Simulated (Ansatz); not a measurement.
Reaction (formal hydrolysis of the Al–N bond): `[NH2][Al]([OH])[OH]` + H₂O → `[OH][Al]([OH])[OH]` + NH₃

Gas-phase electronic energies from Ansatz, PBE0-D4/def2-TZVP geometries. CCSD(T)/CBS adds triple-zeta CCSD(T) − MP2 to the extrapolated MP2 energy (def2 sets, frozen cores). This one scheme is used for every species. Functionals use def2-TZVPP. B3LYP here is the variant with VWN-RPA as its local correlation; programs differ in this. HSE06 is defined as in plane-wave codes. Each species was taken in one conformer, which may not be the lowest.

`[NH2][Al]([OH])[OH]`:

Z-matrix (Å, degrees):
```
N
Al 1 1.760
H 1 1.005 2 126.0
H 1 1.006 2 123.5 3 -180.0
O 2 1.695 1 123.6 3 0.0
O 2 1.692 1 117.6 3 -180.0
H 5 0.954 2 124.8 1 0.0
H 6 0.955 2 122.2 1 -180.0
```

H₂O:

Cartesian coordinates in Å:
```
O 0.030 -0.375 0.099
H 0.384 0.052 -0.684
H -0.414 0.323 0.585
```

`[OH][Al]([OH])[OH]`:

Cartesian coordinates in Å:
```
O 1.484 0.383 0.710
Al 0.000 0.000 0.000
O -1.403 -0.029 0.940
O -0.081 -0.353 -1.649
H 1.570 0.588 1.639
H -2.260 -0.242 0.575
H 0.690 -0.347 -2.214
```

NH₃:

Cartesian coordinates in Å:
```
N 0.062 -0.221 0.163
H 0.877 0.352 -0.021
H -0.307 -0.510 -0.734
H -0.632 0.379 0.592
```

| level | ΔE (kJ/mol) | difference from CCSD(T)/CBS |
| --- | --- | --- |
| LDA (SPW92) | -46.5 | 1.0 |
| PBE-D4 | -48.2 | -0.7 |
| revPBE-D4 | -47.5 | 0.0 |
| BLYP-D4 | -51.2 | -3.7 |
| r2SCAN-D4 | -51.4 | -3.9 |
| B97M-V | -53.2 | -5.7 |
| PBE0-D4 | -47.4 | 0.1 |
| B3LYP-D4 | -50.5 | -3.0 |
| r2SCAN0-D4 | -50.2 | -2.7 |
| HSE06-D4 | -47.4 | 0.1 |
| BHLYP-D4 | -50.9 | -3.4 |
| CAM-B3LYP-D4 | -51.0 | -3.5 |
| ωB97M-V | -49.8 | -2.3 |
| PBE-QIDH | -49.4 | -1.9 |
| PBE | -49.4 | -1.9 |
| revPBE | -50.1 | -2.6 |
| BLYP | -53.7 | -6.2 |
| r2SCAN | -51.8 | -4.3 |
| PBE0 | -48.5 | -1.0 |
| B3LYP | -52.5 | -5.0 |
| r2SCANh | -51.3 | -3.8 |
| HSE06 | -48.4 | -0.9 |
| BHLYP | -52.6 | -5.1 |
| CAM-B3LYP | -52.2 | -4.7 |
| RPA@PBE/def2-TZVPP | -50.7 | -3.2 |
| HF/def2-SVP | -53.2 | -5.7 |
| MP2/def2-SVP | -54.8 | -7.3 |
| CCSD/def2-SVP | -54.0 | -6.5 |
| CCSD(T)/def2-SVP | -53.9 | -6.4 |
| HF/def2-TZVPP | -53.7 | -6.2 |
| MP2/def2-TZVPP | -51.0 | -3.5 |
| SCS-MP2/def2-TZVPP | -52.0 | -4.5 |
| CCSD/def2-TZVPP | -50.8 | -3.3 |
| CCSD(T)/def2-TZVPP | -50.6 | -3.1 |
| HF/def2-QZVPP | -53.1 | -5.6 |
| MP2/def2-QZVPP | -49.0 | -1.5 |
| SCS-MP2/def2-QZVPP | -50.0 | -2.5 |
| HF/CBS(def2) | -53.1 | -5.6 |
| MP2/CBS(def2) | -47.8 | -0.3 |
| CCSD/CBS(def2) | -47.7 | -0.2 |
| CCSD(T)/CBS | -47.5 | 0 |

Largest T1 diagnostic among the species: 0.012.

Leaving LDA and LC-ωPBE aside and taking each functional with its dispersion term where it has one, the values spread over 5.9 kJ/mol, from B97M-V to HSE06-D4. At CCSD(T), def2-SVP lies −6.4 kJ/mol from the extrapolated value and def2-TZVPP −3.1 kJ/mol.
